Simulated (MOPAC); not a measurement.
Input file for MOPAC: PM3 on C3H9F (a complex).

```
PM3 1SCF PRECISE CHARGE=0 THREADS=1
C3H9F

F     -0.36194887 1     0.09118167 1     0.36872664 1
H     -0.49782354 1     0.35622851 1     1.24795816 1
C      0.79639967 1    -1.09197607 1     3.54550977 1
C      0.05650635 1    -0.04531563 1     4.37438224 1
C     -0.75611549 1     0.92224018 1     3.51784703 1
H      1.36912886 1    -1.76995255 1     4.18019202 1
H      0.10047802 1    -1.69631644 1     2.95844864 1
H      1.49411269 1    -0.62314680 1     2.84724756 1
H      0.77370314 1     0.52168795 1     4.97419011 1
H     -0.60999030 1    -0.54335639 1     5.08387084 1
H     -1.28090765 1     1.66510012 1     4.12037980 1
H     -0.10625339 1     1.47684418 1     2.83157817 1
H     -1.52046633 1     0.38753203 1     2.94277126 1
```

Program output:

```
*******************************************************************************
 **                                                                           **
 **                              MOPAC v23.2.5                                **
 **                                                                           **
 *******************************************************************************
 ** MOPAC's Digital Object Identifier: https://doi.org/10.5281/zenodo.6511958 **
 **                                                                           **
 ** Please cite the open-source release paper for use of this MOPAC version:  **
 ** J. E. Moussa and J. J. P. Stewart (2026)                                  **
 ** MOPAC: An open-source semiempirical molecular orbital program             **
 ** J. Open Source Softw., 11(119), 8025, https://doi.org/10.21105/joss.08025 **
 *******************************************************************************

                              PM3 CALCULATION RESULTS

 *******************************************************************************
 *  PM3        - The PM3 Hamiltonian to be used
 *
 *
 *
 *                 CHARGE ON SYSTEM = 0
 *
 *
 *
 *  PRECISE    - TIGHTER CRITERIA TO BE USED
 *  1SCF       - DO 1 SCF AND THEN STOP
 *  THREADS=1  - MULTI-THREADING NOT USED
 *  T=         - A TIME OF 172800.0 SECONDS REQUESTED
 *  DUMP=N     - RESTART FILE WRITTEN EVERY 7200.0 SECONDS REQUESTED
 *******************************************************************************
PM3 1SCF PRECISE CHARGE=0 THREADS=1
 C3H9F

   ATOM   CHEMICAL          X               Y               Z
  NUMBER   SYMBOL      (ANGSTROMS)     (ANGSTROMS)     (ANGSTROMS)

     1       F         -0.36194887  *   0.09118167  *   0.36872664  *
     2       H         -0.49782354  *   0.35622851  *   1.24795816  *
     3       C          0.79639967  *  -1.09197607  *   3.54550977  *
     4       C          0.05650635  *  -0.04531563  *   4.37438224  *
     5       C         -0.75611549  *   0.92224018  *   3.51784703  *
     6       H          1.36912886  *  -1.76995255  *   4.18019202  *
     7       H          0.10047802  *  -1.69631644  *   2.95844864  *
     8       H          1.49411269  *  -0.62314680  *   2.84724756  *
     9       H          0.77370314  *   0.52168795  *   4.97419011  *
    10       H         -0.60999030  *  -0.54335639  *   5.08387084  *
    11       H         -1.28090765  *   1.66510012  *   4.12037980  *
    12       H         -0.10625339  *   1.47684418  *   2.83157817  *
    13       H         -1.52046633  *   0.38753203  *   2.94277126  *



          CARTESIAN COORDINATES

    NO.       ATOM           X           Y           Z

     1         F         -0.3619      0.0912      0.3687
     2         H         -0.4978      0.3562      1.2480
     3         C          0.7964     -1.0920      3.5455
     4         C          0.0565     -0.0453      4.3744
     5         C         -0.7561      0.9222      3.5178
     6         H          1.3691     -1.7700      4.1802
     7         H          0.1005     -1.6963      2.9584
     8         H          1.4941     -0.6231      2.8472
     9         H          0.7737      0.5217      4.9742
    10         H         -0.6100     -0.5434      5.0839
    11         H         -1.2809      1.6651      4.1204
    12         H         -0.1063      1.4768      2.8316
    13         H         -1.5205      0.3875      2.9428

  H: (PM3): J. J. P. STEWART, J. COMP. CHEM. 10, 209 (1989).
  C: (PM3): J. J. P. STEWART, J. COMP. CHEM. 10, 209 (1989).
  F: (PM3): J. J. P. STEWART, J. COMP. CHEM. 10, 209 (1989).

           Empirical Formula: C3 H9 F  =    13 atoms



      MOLECULAR POINT GROUP   :   Cs


      RHF CALCULATION, NO. OF DOUBLY OCCUPIED LEVELS = 14


 -------------------------------------------------------------------------------
 PM3 1SCF PRECISE CHARGE=0 THREADS=1
 C3H9F



     1SCF WAS SPECIFIED, SO BFGS WAS NOT USED
     SCF FIELD WAS ACHIEVED


                              PM3 CALCULATION
                                                       MOPAC v23.2.5 Linux




          FINAL HEAT OF FORMATION =        -87.96272 KCAL/MOL =    -368.03601 KJ/MOL


          COSMO AREA              =        119.72 SQUARE ANGSTROMS
          COSMO VOLUME            =        103.30 CUBIC ANGSTROMS

          IONIZATION POTENTIAL    =         11.888074 EV
          HOMO LUMO ENERGIES (EV) =        -11.888  3.331
          NO. OF FILLED LEVELS    =         14
          MOLECULAR WEIGHT        =         64.1025         POINT GROUP:  Cs

          MOLECULAR DIMENSIONS (Angstroms)

            Atom       Atom       Distance
            H    10    F     1     4.76411
            H    11    H     6     4.32232
            H     9    H    13     2.13171


          SCF CALCULATIONS        =          1





   ATOM   CHEMICAL          X               Y               Z
  NUMBER   SYMBOL      (ANGSTROMS)     (ANGSTROMS)     (ANGSTROMS)

     1       F         -0.36194887  *   0.09118167  *   0.36872664  *
     2       H         -0.49782354  *   0.35622851  *   1.24795816  *
     3       C          0.79639967  *  -1.09197607  *   3.54550977  *
     4       C          0.05650635  *  -0.04531563  *   4.37438224  *
     5       C         -0.75611549  *   0.92224018  *   3.51784703  *
     6       H          1.36912886  *  -1.76995255  *   4.18019202  *
     7       H          0.10047802  *  -1.69631644  *   2.95844864  *
     8       H          1.49411269  *  -0.62314680  *   2.84724756  *
     9       H          0.77370314  *   0.52168795  *   4.97419011  *
    10       H         -0.60999030  *  -0.54335639  *   5.08387084  *
    11       H         -1.28090765  *   1.66510012  *   4.12037980  *
    12       H         -0.10625339  *   1.47684418  *   2.83157817  *
    13       H         -1.52046633  *   0.38753203  *   2.94277126  *

                             CARTESIAN COORDINATES

   1    F       -0.361948870     0.091181670     0.368726640
   2    H       -0.497823540     0.356228510     1.247958160
   3    C        0.796399670    -1.091976070     3.545509770
   4    C        0.056506350    -0.045315630     4.374382240
   5    C       -0.756115490     0.922240180     3.517847030
   6    H        1.369128860    -1.769952550     4.180192020
   7    H        0.100478020    -1.696316440     2.958448640
   8    H        1.494112690    -0.623146800     2.847247560
   9    H        0.773703140     0.521687950     4.974190110
  10    H       -0.609990300    -0.543356390     5.083870840
  11    H       -1.280907650     1.665100120     4.120379800
  12    H       -0.106253390     1.476844180     2.831578170
  13    H       -1.520466330     0.387532030     2.942771260


           Empirical Formula: C3 H9 F  =    13 atoms



      MOLECULAR POINT GROUP   :   Cs


                  EIGENVALUES
 -36.98684 -27.66475 -23.80868 -21.16864 -16.93400 -16.37811 -15.99238 -15.96936
 -15.61504 -14.46568 -13.55986 -12.78260 -12.49075 -11.88807   3.33120   3.56789
   3.59236   3.83242   3.85093   4.19056   4.19649   4.24903   4.66991   4.78626
   4.78707


              NET ATOMIC CHARGES AND DIPOLE CONTRIBUTIONS

  ATOM NO.   TYPE          CHARGE      No. of ELECS.   s-Pop       p-Pop
    1          F          -0.183685        7.1837     1.63969     5.54400
    2          H           0.172486        0.8275     0.82751
    3          C          -0.114312        4.1143     1.13903     2.97528
    4          C          -0.096703        4.0967     1.15584     2.94086
    5          C          -0.115423        4.1154     1.14066     2.97476
    6          H           0.043113        0.9569     0.95689
    7          H           0.039218        0.9608     0.96078
    8          H           0.039222        0.9608     0.96078
    9          H           0.049175        0.9508     0.95083
   10          H           0.049174        0.9508     0.95083
   11          H           0.044461        0.9555     0.95554
   12          H           0.036633        0.9634     0.96337
   13          H           0.036641        0.9634     0.96336
 DIPOLE           X         Y         Z       TOTAL
 POINT-CHG.    -0.075     0.199     1.011     1.033
 HYBRID        -0.114     0.207     0.584     0.630
 SUM           -0.189     0.406     1.595     1.656


          ATOMIC ORBITAL ELECTRON POPULATIONS

     Atom    s        px        py        pz
    1  F   1.63969   1.99011   1.96269   1.59120
    2  H   0.82751
    3  C   1.13903   0.99650   0.98245   0.99634
    4  C   1.15584   0.99040   0.97151   0.97896
    5  C   1.14066   0.98765   0.98663   1.00048
    6  H   0.95689
    7  H   0.96078
    8  H   0.96078
    9  H   0.95083
   10  H   0.95083
   11  H   0.95554
   12  H   0.96337
   13  H   0.96336

 **********************
 *                    *
 * JOB ENDED NORMALLY *
 *                    *
 **********************




 == MOPAC DONE ==
```

The run finished.

Cost: very roughly 0.03 core-seconds.
